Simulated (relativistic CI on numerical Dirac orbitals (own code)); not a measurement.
# Slater and spin-orbit integrals, W⁶⁺

These numbers are calculated, not measured: Dirac-Coulomb-Breit CI, separate exchange-only KLI orbitals for each configuration, a model potential for QED, unscaled Slater integrals (own radial code, finite nucleus).

Slater integrals F^k, G^k are unscaled and averaged over j, outside the closed core [Kr] 4d10; ζ comes from projecting the Hamiltonian with its Breit term on Σ l·s of the shell.

- 4f¹⁴5s²5p⁵5d: ζ(5p) = 57437, F^2(5p,5d) = 73827, G^1(5p,5d) = 88906, G^3(5p,5d) = 55722, ζ(5d) = 3786.9 cm⁻¹; <r>(5p) = 1.185, <r^2>(5p) = 1.58, <r>(5d) = 1.517, <r^2>(5d) = 2.602 (bohr units).
- 4f¹³5s²5p⁶5d: ζ(4f) = 4913.5, F^2(4f,5d) = 43132, F^4(4f,5d) = 20907, G^1(4f,5d) = 15781, G^3(4f,5d) = 14501, G^5(4f,5d) = 11512, ζ(5d) = 3973.7 cm⁻¹; <r>(4f) = 0.583, <r^2>(4f) = 0.4175, <r>(5d) = 1.492, <r^2>(5d) = 2.516 (bohr units).
- 4f¹⁴5s²5p⁵5f: ζ(5p) = 58719, F^2(5p,5f) = 32471, G^2(5p,5f) = 17127, G^4(5p,5f) = 11754, ζ(5f) = 124.93 cm⁻¹; <r>(5p) = 1.176, <r^2>(5p) = 1.556, <r>(5f) = 2.494, <r^2>(5f) = 7.032 (bohr units).

In this model ζ of a weakly bound d, f or g electron outside closed shells comes out too small, for d by up to a factor of two or three and at times with the wrong sign; that of an outer p electron is too small as well.

Averages of the first 10 configurations, taken without configuration mixing, which lowers the lowest level and can move excited configurations by several eV; other configurations of the list can lie among them:

```json
{"Configuration": "4f¹⁴5s²5p⁶", "Parity": "even", "States": "1", "Average energy above the lowest level (eV)": "0.0"}
{"Configuration": "4f¹⁴5s²5p⁵5d", "Parity": "odd", "States": "60", "Average energy above the lowest level (eV)": "45.7"}
{"Configuration": "4f¹³5s²5p⁶5d", "Parity": "odd", "States": "140", "Average energy above the lowest level (eV)": "39.6"}
{"Configuration": "4f¹⁴5s²5p⁵5f", "Parity": "even", "States": "84", "Average energy above the lowest level (eV)": "82.2"}
{"Configuration": "4f¹⁴5s5p⁶5d", "Parity": "even", "States": "20", "Average energy above the lowest level (eV)": "87.3"}
{"Configuration": "4f¹³5s²5p⁶6s", "Parity": "odd", "States": "28", "Average energy above the lowest level (eV)": "53.4"}
{"Configuration": "4f¹⁴5s²5p⁵6s", "Parity": "odd", "States": "12", "Average energy above the lowest level (eV)": "58.4"}
{"Configuration": "4f¹⁴5s²5p⁵5g", "Parity": "odd", "States": "108", "Average energy above the lowest level (eV)": "97.3"}
{"Configuration": "4f¹³5s²5p⁶6p", "Parity": "even", "States": "84", "Average energy above the lowest level (eV)": "64.3"}
{"Configuration": "4f¹⁴5s²5p⁵6p", "Parity": "even", "States": "36", "Average energy above the lowest level (eV)": "69.2"}
```
